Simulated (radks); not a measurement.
Problem. The neodymium ion Nd2+, configuration [Xe] 4f4. All-electron calculation, scalar-relativistic Kohn-Sham, LDA (Slater exchange, Perdew-Wang correlation), spin-polarised, spherical densities, finite nucleus; open shells are filled with parallel spins first (spin-orbit coupling, left out, can overturn this in heavy ions); Fermi nuclear charge, rms radius 4.9123 fm; hard spherical wall at 4 bohr. Program: a radial shooting solver on a logarithmic mesh with Libxc functionals. Some entries of the table are withheld. Estimate them.

orbital,occ.,eigenvalue (hartree),<1/r> (bohr^-1)
1s down,1,-1593.644,65.98
1s up,1,-1593.644,65.98
2s up,1,-258.1362,15.24
2s down,1,-258.1351,15.24
2p up,3,-230.9338,14.38
2p down,3,-230.9331,14.38
3s up,1,-56.30539,5.553
3s down,1,-56.26410,5.556
3p up,3,-47.72299,5.250
3p down,3,-47.68207,5.253
3d up,5,-35.77548,4.985
3d down,5,-35.74330,4.988
4s up,1,-11.54309,2.327
4s down,1,-11.43745,2.328
4p up,3,-8.73124,2.143
4p down,3,-8.62532,2.144
4d up,5,-4.73213,1.872
4d down,5,-4.62666,1.871
5s up,1,-1.95134,0.9037
5s down,1,-1.88643,0.8935
5p up,3,-1.26502,0.7740
5p down,3,-1.21372,0.7628
4f up,4,-0.51966,1.277
4f down,0,-0.42848,1.252
5d up,0,-0.39519,0.5961
5d down,0,-0.36358,0.5877
6s up,0,(1),0.5457
6s down,0,(2),0.5467
6p up,0,0.25211,(3)
6p down,0,0.28019,(4)

Solution. 
(1) 6s up eigenvalue (hartree): -0.11385
(2) 6s down eigenvalue (hartree): -0.08809
(3) 6p up <1/r> (bohr^-1): 0.5643
(4) 6p down <1/r> (bohr^-1): 0.5664
